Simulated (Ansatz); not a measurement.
Frontier orbitals of `FC1([SiH3])BO1`.

| atom | x (Å) | y (Å) | z (Å) |
| --- | --- | --- | --- |
| F1 | -0.347 | 0.953 | 1.612 |
| C2 | -0.312 | 0.086 | 0.551 |
| Si3 | 0.953 | 0.587 | -0.754 |
| B4 | -1.399 | -0.972 | 0.505 |
| O5 | -0.219 | -1.309 | 1.024 |
| H6 | 0.872 | -0.411 | -1.849 |
| H7 | 2.315 | 0.605 | -0.166 |
| H8 | 0.593 | 1.934 | -1.260 |
| H9 | -2.456 | -1.473 | 0.338 |

Total charge 0; spin multiplicity 1. Geometry: relaxed with PBE0-D4/def2-TZVP. Basis def2-TZVPP, Ansatz 0.2.0.

Orbital energies of one run (eV). Highest occupied ones, from the top: -10.83, -12.34, -12.94, -13.17, -13.88, -15.04, -15.68, -16.43, -17.55, -18.38, -19.32, -21.97, -33.08, -36.57. Empty: 1.30, 2.49, 2.93, 3.31, 3.44, 3.60.

Which functional gave them?
A. ωB97M-V
B. r2SCAN
C. ωB97X-V
D. LC-ωPBE

D. HOMO energies: LC-ωPBE -10.83, r2SCAN -6.89, ωB97M-V -10.35, ωB97X-V -10.46 eV.

LC-ωPBE has ω = 0.4 bohr⁻¹.
